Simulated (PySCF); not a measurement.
# Bond lengths and vibrations by method: AlBF2H

These are calculations, not measurements. They come from PySCF 2.14.0, an open-source quantum chemistry program, on an isolated molecule that a program drew, which may never have been made. The molecule is AlBF2H (charge 0, doublet), drawn as the SMILES string `F[B](F)[AlH]`.

The geometry was optimised and harmonic frequencies were computed with HF and MP2, all in the cc-pV(D+d)Z basis, for the commonest isotopes, with a restricted reference for singlets and an unrestricted one otherwise, and a frozen core in MP2. Each result is a local minimum of its method.

Geometry at the HF minimum:
```xyz
5
AlBF2H, angstrom
F    -0.8598    0.3374   -1.0863
B    -1.2004    0.0768    0.1726
F    -2.0778   -0.9123    0.3158
Al   -0.4718    1.2404    1.8417
H     0.8548    0.8041    2.5995
```

Lengths of the bonds as drawn, in Å (atoms numbered as above):
```
  bond     HF    MP2
 F1-B2  1.330  1.346
 B2-F3  1.330  1.346
B2-Al4  2.161  2.157
Al4-H5  1.589  1.589
```

Rotational constants, in GHz:
```
constant,HF,MP2
A,10.24,9.914
B,3.576,3.585
C,2.7,2.681
```

Harmonic frequencies in cm^-1, each column in rising order, so a row needn't be the same motion in every method:
| rank | HF | MP2 |
|---|---|---|
| 1 | 147 | 142 |
| 2 | 189 | 186 |
| 3 | 355 | 344 |
| 4 | 368 | 350 |
| 5 | 610 | 583 |
| 6 | 638 | 610 |
| 7 | 1235 | 1185 |
| 8 | 1334 | ? |
| 9 | 1945 | 1925 |

**Estimate the missing MP2 frequency from the HF column.**

A single factor s that minimises the squared misfit of MP2 against s times HF over the other rows is sum(HF x MP2) / sum(HF^2) = 0.9771, with an rms misfit of 14 cm^-1. For rank 8 it gives 0.9771 x 1334 = 1303 cm^-1. The calculation gives 1296 cm^-1, 7 cm^-1 below the estimate. The drawn bonds are on average 0.6 % longer in MP2 than in HF.
